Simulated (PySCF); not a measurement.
## Working out the ionisation energy of Ne(2+)

Ne(2+) [He] 2s2 2p4 (3P) → Ne(3+) [He] 2s2 2p3 (4S). Calculation: PySCF 2.14, in aug-cc-pVTZ with one added diffuse shell each of s, p, d, f type (6s5p4d3f, 62 functions); no relativity, point nucleus. Frozen: 1s2. Energies in hartree (1 hartree = 27.21139 eV):

```
             part  Ne(2+) (lower)  Ne(3+) (upper)
              UHF     -126.366786     -124.094216
MP2 opposite-spin       -0.110391       -0.072302
    MP2 same-spin       -0.034962       -0.029270
```

**Question.** What does Hartree-Fock give?

**Answer.** (-124.094216) − (-126.366786) = 2.272570 hartree = 61.840 eV.

**Question.** What do MP2 and SCS-MP2 (6/5 opposite-spin, 1/3 same-spin) give?

**Answer.** The opposite-spin parts differ by 1.036 eV and the same-spin parts by 0.155 eV. MP2: 61.840 + (1.036) + (0.155) = 63.031 eV. SCS-MP2: 61.840 + 1.2 × (1.036) + (0.155)/3 = 63.135 eV.

A first-order spin-orbit estimate adds 0.037 eV to MP2 (valence), giving 63.068 eV against 63.423 eV (measured; NIST Atomic Spectra Database, ionization energies).

What remains against the reference includes basis incompleteness, the frozen core and correlation beyond second order.
